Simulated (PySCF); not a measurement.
## Running PySCF for TeCl

File input.py (PySCF 2.14):

```python
from pyscf import gto, scf, mp

mol = gto.M(
    atom='Te 0 0 0; Cl 0 0 2.29',
    basis='x2c-svpall',
    charge=0,
    spin=1,
    verbose=4,
)
mf = scf.UHF(mol)
mf = mf.sfx2c1e()
mf.kernel()
mp.MP2(mf, frozen=23).kernel()
mf.dip_moment()
print('orbital energies (hartree):', [e[max(0, n-3):n+3].round(4) for e, n in zip(mf.mo_energy, mol.nelec)])
```

```bash
$ OMP_NUM_THREADS=1 python input.py
```

The log (some set-up lines and the per-cycle HOMO/LUMO lines with their warnings removed):

```
PySCF version 2.14.0

[INPUT] verbose = 4
[INPUT] num. atoms = 2
[INPUT] num. electrons = 69
[INPUT] charge = 0
[INPUT] spin (= nelec alpha-beta = 2S) = 1
[INPUT] symmetry False subgroup None
[INPUT] Mole.unit = angstrom
[INPUT] Symbol           X                Y                Z      unit          X                Y                Z       unit  Magmom
[INPUT]  1 Te     0.000000000000   0.000000000000   0.000000000000 AA    0.000000000000   0.000000000000   0.000000000000 Bohr   0.0
[INPUT]  2 Cl     0.000000000000   0.000000000000   2.290000000000 AA    0.000000000000   0.000000000000   4.327472825254 Bohr   0.0

nuclear repulsion = 204.27626832021
number of shells = 6
number of NR pGTOs = 141
number of NR cGTOs = 54
basis = x2c-svpall
ecp = {}

******** <class 'pyscf.x2c.sfx2c1e.sfX2C1eUHF'> ********
method = sfX2C1eUHF
initial guess = minao
damping factor = 0
level_shift factor = 0
DIIS = <class 'pyscf.scf.diis.CDIIS'>
diis_start_cycle = 1
diis_space = 8
diis_damp = 0
SCF conv_tol = 1e-09
SCF conv_tol_grad = None
SCF max_cycles = 50
direct_scf = True
direct_scf_tol = 1e-13
number electrons alpha = 35  beta = 34

******** <class 'pyscf.x2c.sfx2c1e.SpinFreeX2CHelper'> ********
approx = 1e
xuncontract = 1
Set gradient conv threshold to 3.16228e-05
init E= -7250.90539766626

cycle= 1 E= -7251.01655879814  delta_E= -0.111  |g|= 0.136  |ddm|= 1.39
cycle= 2 E= -7251.03069432191  delta_E= -0.0141  |g|= 0.0483  |ddm|= 0.263
cycle= 3 E= -7251.03273767868  delta_E= -0.00204  |g|= 0.0172  |ddm|= 0.0792
cycle= 4 E= -7251.03326593827  delta_E= -0.000528  |g|= 0.00582  |ddm|= 0.0458
cycle= 5 E= -7251.03335134765  delta_E= -8.54e-05  |g|= 0.00308  |ddm|= 0.0154
cycle= 6 E= -7251.03338181699  delta_E= -3.05e-05  |g|= 0.00101  |ddm|= 0.0125
cycle= 7 E= -7251.03338476434  delta_E= -2.95e-06  |g|= 0.000277  |ddm|= 0.00428
cycle= 8 E= -7251.03338499308  delta_E= -2.29e-07  |g|= 0.000163  |ddm|= 0.001
cycle= 9 E= -7251.03338511519  delta_E= -1.22e-07  |g|= 8.66e-05  |ddm|= 0.000876
cycle= 10 E= -7251.03338515874  delta_E= -4.36e-08  |g|= 2.46e-05  |ddm|= 0.000728
cycle= 11 E= -7251.0333851617  delta_E= -2.95e-09  |g|= 5.46e-06  |ddm|= 0.000213
cycle= 12 E= -7251.03338516177  delta_E= -7.28e-11  |g|= 1.91e-06  |ddm|= 2.92e-05
Extra cycle  E= -7251.03338516178  delta_E= -1.09e-11  |g|= 1.1e-06  |ddm|= 4.38e-06
converged SCF energy = -7251.03338516178  <S^2> = 0.75898309  2S+1 = 2.008963

******** <class 'pyscf.mp.ump2.UMP2'> ********
nocc = (np.int64(12), np.int64(11)), nmo = (31, 31)
frozen orbitals 23
E(UMP2) = -7251.25572990817  E_corr = -0.222344746392907
E(SCS-UMP2) = -7251.24696234187  E_corr = -0.213577180095921
E_corr(same-spin) = -0.0614267487410389
E_corr(oppo-spin) = -0.160917997651868
Dipole moment(X, Y, Z, Debye): -0.00000, -0.00000, -1.99539
orbital energies (hartree): [array([-0.4891, -0.3787, -0.3333,  0.0487,  0.3018,  0.4378]), array([-0.4862, -0.4683, -0.3169, -0.0169,  0.0655,  0.3202])]
```

In short: E(SCF) = -7251.033385 Eh, 12 cycles, E(MP2) − E(SCF) = -0.22234 Eh, ⟨S²⟩ = 0.759, μz(SCF) = -2.00 D.

Hardware: Arm Neoverse V1, 1 thread, shared host. Wall time 1.8 s, peak memory 0.14 GiB.

The bond length is a typed value, not an optimised one. No search for the lowest solution was made.
